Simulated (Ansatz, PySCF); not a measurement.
Process, species as SMILES: CB(C)Cl -> C[B]Cl + [CH3] (CH3) (the B-C bond at the site shown breaks; other sites are not compared here)
Structures are relaxed separately at B3LYP-D3(BJ)/def2-TZVP in Ansatz (a program for electronic structure). Frequencies are from Ansatz or PySCF.

Property: bond dissociation energy (enthalpy at 298 K, with B3LYP-D3(BJ) rigid-rotor harmonic-oscillator terms), in kJ/mol. Cores are frozen in the correlated levels unless marked. Open shells are spin-unrestricted. Spin-orbit coupling is left out. Non-relativistic. CBS marks a two-point X^-3 extrapolation of the correlation energy; Hartree-Fock from the larger set. The bracket is a focal-point correction in the basis named.

RI-MP2/CBS(cc-pV(T+d)Z,cc-pV(Q+d)Z)+[CCSD(T)-MP2]/cc-pV(T+d)Z (Ansatz) gives 439.1 kJ/mol.

Q: Another calculation gave 493.5 kJ/mol. Which level was it?
A. wB97M-V/def2-TZVPD (Ansatz)
B. B97M-V/def2-TZVPD (Ansatz)
C. SVWN5/def2-TZVPD (Ansatz)
D. r2SCAN0/def2-TZVPD (Ansatz)

A: C, SVWN5/def2-TZVPD (Ansatz). The others give 403.9 (r2SCAN0), 446.7 (wB97M-V), 434.9 (B97M-V) kJ/mol.
